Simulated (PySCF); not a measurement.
C5H3N3Se.
Z-matrix (Å and degrees, PBE0-D3(BJ)/def2-SVP geometry), rows numbered from 1:
```
N 
C   1  1.1591
C   2  1.4275  1  174.84
C   3  1.3749  2  121.22  1    -2.01
Se  4  1.8375  3  109.61  2   179.91
N   5  1.7960  4   90.31  3     0.00
C   6  1.3092  5  110.34  4    -0.04
C   7  1.4748  3  124.99  2     0.15
N   8  1.2664  7  121.24  3     0.04
H   4  1.0900  3  126.05  2    -0.13
H   8  1.1044  7  113.11  3  -179.92
H   9  1.0229  8  111.12  7  -179.86
```

Computed with PySCF at B3LYP/def2-SVPD, non-relativistic, on one gas-phase PBE0-D3(BJ)/def2-SVP geometry that isn't relaxed in the solvent. The solvent is an IEF-PCM continuum (cavity from Bondi-type radii × 1.2), and excitations are vertical TDDFT with non-equilibrium linear response and a frozen core. Only the electrostatic response of the medium enters. Spin–orbit coupling is left out although an atom past zinc is present.

Gas-phase singlets (H = HOMO, L = LUMO):

```csv
state,E (eV),λ (nm),f,leading configurations
S1,4.242,292,0.001,"H-1→L 85%, H-1→L+1 13%"
S2,4.572,271,0.119,H→L 87%
S3,4.878,254,0.000,"H-1→L+1 69%, H-3→L 17%"
S4,5.010,247,0.000,H→L+2 92%
S5,5.069,245,0.066,H→L+1 89%
```

Question: How does the list change in chloroform (ε = 4.711)?

Answer: 
| state | E (eV) | λ (nm) | f | leading configurations | change by rank (eV) |
| --- | --- | --- | --- | --- | --- |
| S1 | 4.335 | 286 | 0.001 | H-1→L 81%, H-1→L+1 17% | +0.093 |
| S2 | 4.589 | 270 | 0.202 | H→L 89% | +0.017 |
| S3 | 4.949 | 251 | 0.001 | H-1→L+1 70%, H-1→L 15% | +0.071 |
| S4 | 4.958 | 250 | 0.090 | H→L+1 92% | -0.052 |
| S5 | 5.120 | 242 | 0.000 | H→L+2 86%, H-3→L 8% | +0.051 |

Question: How do the frontier levels move from gas to chloroform?

Answer: 
```csv
orbital,gas (eV),solvent (eV),change (eV)
LUMO+2,-1.44,-1.16,+0.28
LUMO+1,-1.89,-1.82,+0.07
LUMO,-2.51,-2.33,+0.18
HOMO,-7.57,-7.45,+0.12
HOMO-1,-7.88,-7.83,+0.05
HOMO-2,-8.25,-8.15,+0.10
HOMO-3,-8.85,-8.78,+0.07
```

The HOMO–LUMO gap goes from 5.06 to 5.11 eV.
